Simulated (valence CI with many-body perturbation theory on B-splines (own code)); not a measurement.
# E1 transitions of Lu57+

Method: relativistic CI+MBPT: four valence electrons over a frozen Dirac-Fock core [Ne], a basis of 11 s, 11 p, 10 d, 8 f, 5 g, 2 h functions for each j, with the one-electron correlation potential Σ1, the two-electron term Σ2, the three-electron term Σ3, Breit, model QED; selected CI, second order for the rest, scaled by the run's own slope (own B-spline code, finite nucleus).

The last digits are not significant, and no measured levels were compared; by estimate large intervals hold to a few tenths of a per cent, small ones and those within an open d or f shell to about a per cent. Among the levels kept, up to 560 cm⁻¹ of a level comes from second order outside the variational space, and about a tenth of that is noise between levels of different J, which matters for small intervals.

Lines 201 to 250 of 550 in falling wavelength, among levels below 1499.6 eV, chosen from the strongest by gf and those to the six lowest levels. Wavelengths and rates use the calculated energies. Electric multipoles are in the length gauge, E1 and E2 with the static RPA response of the core. Weak lines are less certain than strong ones. Lines between different terms over intervals too small for the method are left out, as are lines whose strength nearly cancels. The highest levels of a list are the least certain.

Levels are named by their leading jj configuration (3d3/2^4 stands for four electrons in 3d with j = 3/2), which in mixed levels can hold well under half, so a name can repeat and another be missing. Letters in brackets count levels of one name in rising energy.

| λ vac (Å) | Upper | Lower | A (s⁻¹) | log gf | Branch % |
| --- | --- | --- | --- | --- | --- |
| 40.55 | (3s 3p1/2 3p3/2 3d5/2) J=4 [c] | (3s 3p1/2 3p3/2^2) J=3 | 1.91e+11 | -0.37 | 20.0 |
| 40.51 | (3s 3p1/2 3p3/2 3d5/2) J=3 [b] | (3s 3p1/2 3p3/2^2) J=2 [a] | 1.24e+11 | -0.67 | 23.8 |
| 40.45 | (3s 3p1/2^2 3d5/2) J=2 | (3s 3p1/2^2 3p3/2) J=2 | 4.34e+10 | -1.27 | 19.1 |
| 40.43 | (3s^2 3d5/2^2) J=4 | (3s^2 3p3/2 3d5/2) J=4 | 1.30e+11 | -0.54 | 27.0 |
| 40.35 | (3s^2 3d5/2^2) J=2 | (3s^2 3p3/2 3d5/2) J=2 | 3.84e+11 | -0.33 | 64.7 |
| 40.27 | (3s 3p3/2^2 3d5/2) J=2 [b] | (3s 3p3/2^3) J=2 | 2.22e+11 | -0.57 | 12.9 |
| 40.22 | (3s 3p3/2^2 3d5/2) J=3 [c] | (3s 3p3/2^3) J=2 | 5.27e+11 | -0.05 | 20.9 |
| 40.15 | (3s 3p1/2 3d5/2^2) J=3 [a] | (3s 3p1/2 3p3/2 3d5/2) J=3 [a] | 1.09e+11 | -0.73 | 21.9 |
| 39.87 | (3s 3p1/2 3d5/2^2) J=1 [a] | (3s 3p1/2 3p3/2 3d5/2) J=1 [a] | 1.59e+11 | -0.94 | 19.4 |
| 39.58 | (3s 3p1/2 3d3/2 3d5/2) J=3 [c] | (3s 3p1/2 3p3/2 3d3/2) J=3 [a] | 5.80e+10 | -1.02 | 12.3 |
| 39.47 | (3s 3p1/2 3d5/2^2) J=4 [a] | (3s 3p1/2 3p3/2 3d5/2) J=4 [a] | 1.36e+11 | -0.55 | 22.1 |
| 38.72 | (3s 3p1/2 3p3/2 3d5/2) J=3 [c] | (3s 3p1/2 3p3/2^2) J=2 [a] | 1.33e+11 | -0.68 | 9.8 |
| 38.59 | (3s 3p1/2 3p3/2 3d5/2) J=3 [d] | (3s 3p1/2 3p3/2^2) J=3 | 5.00e+10 | -1.11 | 3.6 |
| 33.96 | (3s 3p3/2^2 3d3/2) J=4 | (3s^2 3p3/2 3d5/2) J=3 | 4.69e+10 | -1.14 | 2.5 |
| 30.48 | (3s 3p3/2^2 3d5/2) J=4 [a] | (3s^2 3p3/2 3d5/2) J=3 | 2.59e+11 | -0.49 | 37.2 |
| 30.10 | (3p1/2 3p3/2^2 3d5/2) J=3 | (3s 3p1/2 3p3/2 3d5/2) J=2 [d] | 1.54e+11 | -0.83 | 7.1 |
| 29.68 | (3s 3p1/2 3p3/2 3d3/2) J=2 [a] | (3s^2 3p1/2 3d3/2) J=2 | 7.77e+09 | -2.29 | 2.3 |
| 29.59 | (3p1/2 3p3/2^2 3d5/2) J=3 | (3s 3p1/2 3p3/2 3d5/2) J=2 [c] | 1.50e+11 | -0.86 | 7.0 |
| 29.42 | (3s 3p3/2^2 3d5/2) J=0 | (3s^2 3p3/2 3d5/2) J=1 | 5.75e+11 | -1.13 | 39.0 |
| 29.14 | (3s 3p1/2 3p3/2^2) J=2 [a] | (3s^2 3p1/2 3p3/2) J=2 | 1.33e+10 | -2.07 | 3.2 |
| 29.13 | (3p1/2 3p3/2^2 3d5/2) J=4 [b] | (3s 3p1/2 3p3/2 3d5/2) J=3 [d] | 3.13e+11 | -0.45 | 15.8 |
| 29.08 | (3s 3p3/2^2 3d3/2) J=1 [a] | (3s^2 3p3/2 3d3/2) J=0 | 2.62e+11 | -1.00 | 11.0 |
| 29.04 | (3s 3p1/2 3p3/2 3d5/2) J=2 [a] | (3s^2 3p1/2 3d5/2) J=2 | 1.82e+11 | -0.94 | 37.9 |
| 29.00 | (3s 3p3/2^2 3d3/2) J=1 [a] | (3s^2 3p3/2 3d3/2) J=1 | 2.01e+11 | -1.12 | 8.4 |
| 28.98 | (3s 3p1/2 3p3/2 3d3/2) J=1 [a] | (3s^2 3p1/2 3d3/2) J=2 | 1.25e+10 | -2.33 | 23.2 |
| 28.97 | (3s 3p3/2^2 3d3/2) J=2 [a] | (3s^2 3p3/2 3d3/2) J=1 | 3.02e+11 | -0.72 | 11.9 |
| 28.92 | (3s 3p3/2^2 3d3/2) J=2 [a] | (3s^2 3p3/2 3d3/2) J=2 | 1.08e+11 | -1.17 | 4.2 |
| 28.90 | (3s 3p3/2^2 3d3/2) J=3 [a] | (3s^2 3p3/2 3d3/2) J=2 | 3.35e+11 | -0.53 | 18.3 |
| 28.66 | (3p1/2 3p3/2^2 3d5/2) J=1 | (3s 3p1/2 3p3/2 3d5/2) J=2 [c] | 2.52e+11 | -1.03 | 11.5 |
| 28.64 | (3s 3p1/2 3p3/2 3d3/2) J=3 [a] | (3s^2 3p1/2 3d3/2) J=2 | 1.05e+10 | -2.04 | 18.1 |
| 28.62 | (3s 3p3/2^2 3d5/2) J=5 | (3s^2 3p3/2 3d5/2) J=4 | 3.92e+11 | -0.28 | 99.9 |
| 28.54 | (3s 3p1/2 3p3/2^2) J=2 [a] | (3s^2 3p1/2 3p3/2) J=1 | 4.02e+11 | -0.61 | 96.4 |
| 28.44 | (3s 3p1/2 3p3/2 3d3/2) J=2 [b] | (3s^2 3p1/2 3d3/2) J=2 | 3.29e+10 | -1.70 | 3.9 |
| 28.44 | (3p1/2 3p3/2^2 3d5/2) J=4 [a] | (3s 3p1/2 3p3/2 3d5/2) J=3 [c] | 7.99e+11 | -0.06 | 48.2 |
| 28.38 | (3p1/2 3p3/2^2 3d3/2) J=1 [a] | (3s 3p1/2 3p3/2 3d3/2) J=1 [c] | 5.44e+11 | -0.71 | 21.6 |
| 28.28 | (3s 3p3/2^2 3d5/2) J=4 [a] | (3s^2 3p3/2 3d5/2) J=4 | 3.84e+11 | -0.38 | 55.1 |
| 28.28 | (3p1/2 3p3/2^2 3d5/2) J=3 | (3s 3p1/2 3p3/2 3d5/2) J=3 [c] | 2.60e+11 | -0.66 | 12.1 |
| 28.28 | (3p1/2 3p3/2^2 3d5/2) J=5 | (3s 3p1/2 3p3/2 3d5/2) J=4 [c] | 6.78e+11 | -0.05 | 67.2 |
| 28.21 | (3p1/2 3p3/2^2 3d3/2) J=1 [b] | (3s 3p1/2 3p3/2 3d3/2) J=0 [b] | 2.33e+11 | -1.08 | 7.7 |
| 28.14 | (3s 3p3/2^2 3d3/2) J=4 | (3s^2 3p3/2 3d3/2) J=3 | 7.89e+11 | -0.07 | 42.5 |
| 28.11 | (3p1/2 3p3/2^2 3d5/2) J=4 [b] | (3s 3p1/2 3p3/2 3d5/2) J=4 [c] | 2.04e+11 | -0.66 | 10.3 |
| 28.02 | (3s 3p1/2 3p3/2 3d3/2) J=2 [a] | (3s 3p1/2^2 3p3/2) J=1 | 2.26e+11 | -0.88 | 65.8 |
| 28.01 | (3p1/2 3p3/2^2 3d3/2) J=0 | (3s 3p1/2 3p3/2 3d3/2) J=1 [c] | 1.34e+12 | -0.80 | 53.3 |
| 28.01 | (3s 3p1/2 3p3/2^2) J=3 | (3s^2 3p1/2 3p3/2) J=2 | 2.63e+11 | -0.66 | 95.5 |
| 27.95 | (3p1/2 3p3/2^2 3d5/2) J=0 | (3s 3p1/2 3p3/2 3d5/2) J=1 [b] | 1.12e+12 | -0.88 | 64.1 |
| 27.92 | (3p1/2 3p3/2^2 3d3/2) J=3 [a] | (3s 3p1/2 3p3/2 3d3/2) J=3 [c] | 1.91e+11 | -0.81 | 8.3 |
| 27.89 | (3p1/2 3p3/2^2 3d3/2) J=3 [b] | (3s 3p1/2 3p3/2 3d3/2) J=2 [e] | 1.12e+12 | -0.04 | 37.1 |
| 27.88 | (3p1/2 3p3/2^2 3d3/2) J=1 [b] | (3s 3p1/2 3p3/2 3d3/2) J=1 [d] | 2.52e+11 | -1.05 | 8.3 |
| 27.83 | (3s 3p1/2 3p3/2 3d5/2) J=3 [b] | (3s^2 3p1/2 3d5/2) J=3 | 1.93e+11 | -0.80 | 36.9 |
| 27.82 | (3s 3p3/2^2 3d5/2) J=2 [a] | (3s^2 3p3/2 3d5/2) J=1 | 2.18e+11 | -0.90 | 16.3 |

**Question.** How does gf follow from A for the line at 39.47 Å?

**Answer.** gf = 1.4992 × (2J+1)_upper × A / σ², with σ = 2533867 cm⁻¹ and 2J+1 = 9: gf = 0.285.
